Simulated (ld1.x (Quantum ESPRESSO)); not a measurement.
# What one change does to a pseudopotential (Rh (Z = 45), ultrasoft)

```json
{
 "Element": "rhodium (Rh)",
 "Generator": "ld1.x (Quantum ESPRESSO) 7.5",
 "Type": "ultrasoft",
 "Functional": "PBE",
 "Relativity": "scalar-relativistic",
 "Frozen core": "[Kr]",
 "Valence charge": "9",
 "Reference configuration": "4d8 5s1 5p0",
 "Partial waves": "5s (bound): rcut 2.10, rcutus 2.90 bohr; 5s channel at 0.9 Ry: rcut 2.10, rcutus 2.90 bohr; 5p (bound, empty): rcut 3.15, rcutus 4.20 bohr; 5p channel at 0.55 Ry: rcut 3.15, rcutus 4.20 bohr; 4d (bound): rcut 1.30, rcutus 1.75 bohr; 4d channel at -0.1 Ry: rcut 1.30, rcutus 1.75 bohr",
 "Local potential": "all-electron potential smoothed inside 2.40 bohr (lloc = -1)",
 "Core correction": "none",
 "Augmentation charge": "built from norm-conserving waves at rcut, not smoothed further"
}
```

Change: all radii scaled by about 0.91 (s 2.64, p 3.84, d 1.60 bohr, rcut 1.92/2.88/1.18); local potential all-electron potential smoothed inside 2.18 bohr (lloc = -1).

Cutoffs: the cutoffs (Ry, on a coarse ladder) from which the occupation-weighted sum of valence levels, in a spherical-Bessel basis at the reference potential, stays within 10 and 1 mRy of its value at 400 Ry; they do not see the model core or the augmentation charge, which bear on the density cutoff. Errors are all-electron minus pseudo energies relative to the spin-unpolarised reference configuration.

Problem. What does the change do?

Solution. The potential gets harder (35 Ry and 55 Ry → 40 Ry and 70 Ry); of the 7 tests that both files solve, the error grows in 3 and shrinks in 1 by more than 15 % and 0.3 meV (median size 26.0 → 39.2 meV); neither file shows a bound ghost. A smaller radius makes the pseudo-wave follow the all-electron one further in, where it bends more sharply, so more plane waves are needed.

| quantity | base | changed |
| --- | --- | --- |
| cutoff, loose | 35 Ry | 40 Ry |
| cutoff, tight | 55 Ry | 70 Ry |
| loose cutoff by channel (10 mRy a level) | s 6 Ry, d 30 Ry | s 6 Ry, d 35 Ry |
| bound ghosts | none | none |
| error for 4d8 5s0 5p0, meV [ΔE 7.46 eV] | +8.7 | +13 |
| error for 4d7 5s0 5p0, meV [ΔE 26.97 eV] | +45 | +39 |
| error for 4d6 5s0 5p0, meV [ΔE 59.48 eV] | -26 | -46 |
| error for 4d8.5 5s0.5 5p0, meV [ΔE -0.63 eV] | -9.3 | -7.0 |
| error for 4d7 5s1 5p1, meV [ΔE 6.62 eV] | -51 | -52 |
| error for 4d8 5s0.5 5p0, meV [ΔE 2.92 eV] | +1.0 | +1.8 |
| error for 4d5 5s0 5p0, meV [ΔE 106.42 eV] | -320 | -357 |
| lowest overlap eigenvalue by channel | s 0.35, p 0.49, d 0.96 | s 0.37, p 0.48, d 0.95 |
